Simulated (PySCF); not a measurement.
Gas-phase reaction: 3 SnH₃Cl + 2 SnCl₃ ⇌ SnHCl + 4 SnH₂Cl₂, at 600 K and a standard pressure of 1 bar. Level: PBE0/def2-TZVP.

Computed with PySCF and rigid-rotor harmonic-oscillator thermochemistry at 1 bar. Open shells (unrestricted): SnCl₃ (multiplicity 2); the rest are closed-shell singlets. Sn: scalar-relativistic def2 core potential, no spin-orbit coupling. SnH₃Cl, SnCl₃, SnHCl, SnH₂Cl₂: computed as isolated molecules; such fragments, hydroxides, amides, oligomers or adducts are transient or little studied in the gas. The harmonic model lacks anharmonicity and excited electronic states, which grow with temperature; levels with a mode under 35 cm⁻¹ are left out. Soft modes under 120 cm⁻¹ make the harmonic entropy rough for SnCl₃, SnH₂Cl₂.

```csv
species,E (Ha),H(600 K) − E (kJ/mol),S°(600 K) (J/mol/K)
SnH₃Cl,-676.18685,90.8,325.7
SnCl₃,-1594.61797,50.9,407.1
SnHCl,-675.00128,41.7,307.1
SnH₂Cl₂,-1135.70885,82.8,371.5
```
E: electronic energy; H − E holds the zero-point and thermal terms. 1 Ha = 2625.5 kJ/mol.

Q: Work out ΔH°, ΔS°, ΔG° and log10 K from these numbers.

A: 1. ΔE = 1×(-675.00128) + 4×(-1135.70885) − 3×(-676.18685) − 2×(-1594.61797) = -0.04019 Ha = -105.5 kJ.
2. Δ(H − E) = 1×(41.7) + 4×(82.8) − 3×(90.8) − 2×(50.9) = -1.3 kJ, so ΔH° = -106.8 kJ.
3. ΔS° = 1×(307.1) + 4×(371.5) − 3×(325.7) − 2×(407.1) = 1.8 J/K; the number of gas molecules stays the same.
4. ΔG° = ΔH° − TΔS° = -106.8 − 600×(1.8)/1000 = -107.9 kJ.
5. log10 K = −ΔG°/(RT ln 10) = 9.39, with RT ln 10 = 11.49 kJ/mol; at standard pressures the products are favoured.
6. A shift of 10 kJ in ΔE would move log10 K by 0.87 here.
For scale, ΔH°(298 K) is -107 kJ at this level, -122 kJ at ωB97M-V/def2-TZVP†, and runs from -138 to -20 kJ over the 17 levels computed († marks an energy on the PBE0/def2-TZVP geometry).
